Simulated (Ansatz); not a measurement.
One geometry of Hf₂S₂⁺, several levels of theory.

```yaml
crystal:
  periodic: [false, false, false]
  atoms:
    - {symbol: Hf, position_ang: [-1.233623, 0.164593, -0.820860]}
    - {symbol: Hf, position_ang: [0.796145, -0.271578, 1.230904]}
    - {symbol: S, position_ang: [0.259757, -1.691552, -0.616570]}
    - {symbol: S, position_ang: [0.177732, 1.798538, 0.206515]}
basis:
  gaussian: {orbitals: def2-TZVP, initial_orbitals: start.molden}
total_charge: 1
magnetization: {spin_polarized: true, initial_magnetization: 3}
hamiltonian: {xc: {text: "exchange = 0.65*pbe_x + 0.35*exact_x\ncorrelation = pbe_c"}}
scf: {omitted_lower_state_checks: [starts]}
output: {orbitals: {seedname: orbitals}}
```

The file start.molden holds the orbitals of an earlier run on this structure, at another level or in another basis.

```sh
$ ansatz run in.yaml --threads 4 --pin off --events-out ev --progress --plain --max-ram 3916MiB
```

Output, abridged:

```
Functional definition: unnamed
1418 factors; their error is unknown
mean field evaluation 1: about -24271.7761 eV, gradient 3.3e0 eV
mean field evaluation 2: about -24271.7981 eV, gradient 5.7e-2 eV
mean field evaluation 4: about -24271.8859 eV, gradient 7.9e-4 eV
mean field evaluation 8: about -24271.8859 eV, gradient 1.4e-5 eV
mean field -24271.88588648 eV, -891.9753542530 hartree, gradient 1.4e-5 eV, S^2 3.769458; 0 other end points of the search recorded, 0 dependent functions left out
reference -24271.88591651 eV, -891.9753553566 hartree; 29, 26 occupied and 125, 128 virtual orbitals, 1418 factors
Total energy: -24271.88591651 eV, -891.9753553566 hartree
Checks for a lower state left out: starts
```

It took 6.5 s on 4 threads of Arm Neoverse V1 on a shared host, peak host memory 0.56 GiB.

Geometry: r2SCAN-D4/def2-SVP.

In the def2 sets Hf takes a core potential; there is no spin–orbit coupling. At PBE0-D4/def2-TZVP a doublet of charge 1 lies 0.36 eV below the quartet, each at its own geometry. The structure comes from a short search, and lower isomers may exist.
